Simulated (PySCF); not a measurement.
C$_{2}$H$_{6}$N (SMILES C[N]C), doublet, geometry from GFN2-xTB. Base run: MP2/3-21G in PySCF.

PySCF was given this input:
```python
from pyscf import gto, scf, mp

mol = gto.Mole()
mol.atom = '''
    C     0.12936779   -0.11365059    1.20176362
    N    -0.39953071    0.38942084    0.00432159
    C     0.10466808   -0.11229034   -1.20429388
    H     0.93535043   -0.85304352    1.07891682
    H     0.49378434    0.72633522    1.80629429
    H    -0.68484703   -0.56108736    1.78673618
    H     0.91299422   -0.85181233   -1.09885508
    H     0.45660711    0.72838261   -1.81522825
    H    -0.72138930   -0.55907494   -1.77293355
'''
mol.basis = '3-21g'
mol.spin = 1
mol.verbose = 4
mol.build()

mf = scf.UHF(mol)
mf.kernel()

pt = mp.MP2(mf, frozen=3)
pt.kernel()
print('E(MP2) = %.10f' % pt.e_tot)
mf.analyze()
```

The base run was repeated with changes; each row names its change, and settings that it needs were set with it.

```
change                 basis functions      E (Eh)  MP2 correlation (Eh)  SCF-reference HOMO (eV)  SCF-reference dipole (D)
---------------------  ---------------  ----------  --------------------  -----------------------  ------------------------
base                                39  -133.13457              -0.26255                    -9.96                      1.64
basis = 6-31G                       39           …                     …                        …                         …
basis = def2-SV(P)                  54  -133.88803              -0.38097                   -10.50                      1.47
basis = 6-31G*                      54  -134.00915              -0.38789                   -10.45                      1.46
basis = 6-31+G*                      …           …                     …                   -10.53                      1.58
basis = 6-31G**                     72  -134.05708              -0.42595                   -10.43                      1.47
basis = pc-1                        72           …                     …                   -10.55                      1.58
basis = cc-pVDZ                     72  -134.05819              -0.42503                   -10.42                      1.34
basis = 6-311G**                    90  -134.10860              -0.45095                   -10.47                      1.43
basis = 6-311++G**                 108  -134.11427              -0.45387                   -10.52                      1.54
basis = def2-SVPD                  108           …                     …                   -10.55                      1.43
basis = 6-311+G(2d,p)              117  -134.13993              -0.47550                   -10.57                      1.46
basis = aug-cc-pVDZ                123  -134.08569              -0.44457                   -10.53                      1.42
```

Question: Complete the blanks.

Answer: 
- basis = 6-31G, E (Eh): -133.82307
- basis = 6-31G, MP2 correlation (Eh): -0.26375
- basis = 6-31G, SCF-reference HOMO (eV): -10.10
- basis = 6-31G, SCF-reference dipole (D): 1.78
- basis = 6-31+G*, basis functions: 66
- basis = 6-31+G*, E (Eh): -134.01751
- basis = 6-31+G*, MP2 correlation (Eh): -0.39257
- basis = pc-1, E (Eh): -134.01690
- basis = pc-1, MP2 correlation (Eh): -0.42682
- basis = def2-SVPD, E (Eh): -133.97736
- basis = def2-SVPD, MP2 correlation (Eh): -0.44499

Totals compare only among sets that treat the same electrons; sets with core potentials leave the core out.

Open shells are given as the SCF converged; they aren't shown to be the lowest states, and a large step between rows can be another state.
